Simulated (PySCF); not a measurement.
## `C=C1C[C@@H](C)[C@H](C)C1`, C$_{8}$H$_{14}$

Molfile (atoms numbered from 1):
```
C8H14
     RDKit          3D

 22 22  0  0  0  0  0  0  0  0999 V2000
    3.0061   -0.1635   -0.3273 C   0  0  0  0  0  0  0  0  0  0  0  0
    1.6941   -0.0915   -0.1943 C   0  0  0  0  0  0  0  0  0  0  0  0
    0.9232    1.1251    0.2410 C   0  0  0  0  0  0  0  0  0  0  0  0
   -0.4921    0.6147    0.5352 C   0  0  1  0  0  0  0  0  0  0  0  0
   -1.5540    1.6968    0.4042 C   0  0  0  0  0  0  0  0  0  0  0  0
   -0.6590   -0.5502   -0.4542 C   0  0  2  0  0  0  0  0  0  0  0  0
   -1.7801   -1.5136   -0.0929 C   0  0  0  0  0  0  0  0  0  0  0  0
    0.7239   -1.2122   -0.4533 C   0  0  0  0  0  0  0  0  0  0  0  0
    3.4942   -1.0648   -0.6576 H   0  0  0  0  0  0  0  0  0  0  0  0
    3.6457    0.6756   -0.1116 H   0  0  0  0  0  0  0  0  0  0  0  0
    0.8921    1.8480   -0.5796 H   0  0  0  0  0  0  0  0  0  0  0  0
    1.3815    1.6180    1.0986 H   0  0  0  0  0  0  0  0  0  0  0  0
   -0.5191    0.2103    1.5530 H   0  0  0  0  0  0  0  0  0  0  0  0
   -1.3473    2.5147    1.0912 H   0  0  0  0  0  0  0  0  0  0  0  0
   -1.5704    2.0953   -0.6087 H   0  0  0  0  0  0  0  0  0  0  0  0
   -2.5402    1.3000    0.6343 H   0  0  0  0  0  0  0  0  0  0  0  0
   -0.8533   -0.1341   -1.4488 H   0  0  0  0  0  0  0  0  0  0  0  0
   -1.6320   -1.9135    0.9086 H   0  0  0  0  0  0  0  0  0  0  0  0
   -2.7447   -1.0124   -0.1240 H   0  0  0  0  0  0  0  0  0  0  0  0
   -1.8062   -2.3452   -0.7940 H   0  0  0  0  0  0  0  0  0  0  0  0
    0.7856   -1.9397    0.3615 H   0  0  0  0  0  0  0  0  0  0  0  0
    0.9415   -1.7384   -1.3829 H   0  0  0  0  0  0  0  0  0  0  0  0
  1  2  2  0
  2  3  1  0
  3  4  1  0
  4  5  1  0
  4  6  1  0
  6  7  1  0
  6  8  1  0
  8  2  1  0
  1  9  1  0
  1 10  1  0
  3 11  1  0
  3 12  1  0
  4 13  1  1
  5 14  1  0
  5 15  1  0
  5 16  1  0
  6 17  1  6
  7 18  1  0
  7 19  1  0
  7 20  1  0
  8 21  1  0
  8 22  1  0
M  END
```

Computed, not measured: GIAO B3LYP/STO-3G magnetisability, rotational g tensor and spin-rotation constants, non-relativistic, gas phase in PySCF 2.14.0. Geometry: GFN2-xTB.

(1) Give the nuclear spin-rotation constants along the inertial axes (H = +C I·J) beside the isotropic shieldings.

## Answers

(1) Rotational constants 3.1065, 1.6699, 1.1540 GHz. A star marks the isotopologue with that one atom substituted, in its own axes.
```csv
atom,isotope,Caa (kHz),Cbb (kHz),Ccc (kHz),mean (kHz),σ (ppm)
H9,1H,-0.189,0.055,-0.130,-0.088,28.2
H10,1H,-0.189,0.055,-0.130,-0.088,28.2
H11,1H,-0.354,-0.132,-0.004,-0.163,31.3
H12,1H,-0.313,-0.074,-0.053,-0.147,31.0
H13,1H,-0.337,-0.184,0.019,-0.167,31.9
H14,1H,-0.342,-0.021,-0.101,-0.155,32.1
H15,1H,-0.347,-0.190,0.010,-0.176,32.5
H16,1H,-0.037,-0.157,-0.121,-0.105,32.1
H17,1H,-0.337,-0.184,0.019,-0.167,31.9
H18,1H,-0.347,-0.190,0.010,-0.176,32.5
H19,1H,-0.036,-0.157,-0.121,-0.105,32.1
H20,1H,-0.342,-0.021,-0.102,-0.155,32.1
H21,1H,-0.354,-0.131,-0.005,-0.163,31.3
H22,1H,-0.313,-0.075,-0.052,-0.147,31.0
C1,13C*,0.598,0.519,0.062,0.393,135.7
C2,13C*,0.747,0.570,0.102,0.473,112.0
C3,13C*,0.226,0.165,0.135,0.176,195.0
C4,13C*,0.306,0.136,0.136,0.193,193.1
C5,13C*,0.208,0.124,0.079,0.137,212.0
```
For the geometry as given, no vibrational averaging.
